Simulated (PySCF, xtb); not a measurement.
C₂H₉N₃Si, SMILES C(=N\[SiH](N)N)/C. The values are those of a single conformer.

Harmonic wavenumbers (cm⁻¹) from GFN2-xTB (xtb) at its own minimum, in rising order: 65, 105, 123, 138, 162, 166, 217, 283, 300, 410, 521, 573, 641, 693, 744, 800, 807, 836, 868, 932, 1015, 1025, 1114, 1343, 1379, 1460, 1461, 1523, 1537, 1776, 2238, 2796, 3006, 3017, 3059, 3469, 3487, 3504, 3526.

**Question.** What does PBE0-D3(BJ)/def2-SVP run with PySCF give at its own minimum? (The exact figures need the calculation; the answer reports its results.)

**Answer.** 69, 124, 145, 178, 198, 243, 282, 312, 347, 392, 407, 446, 715, 748, 794, 828, 842, 888, 899, 961, 984, 1101, 1135, 1360, 1403, 1433, 1446, 1526, 1534, 1800, 2158, 2930, 3047, 3129, 3186, 3613, 3631, 3719, 3739. Paired by order, the mean absolute difference is 61 cm⁻¹ and the zero-point energies are 73.1 and 75.3 kcal/mol.
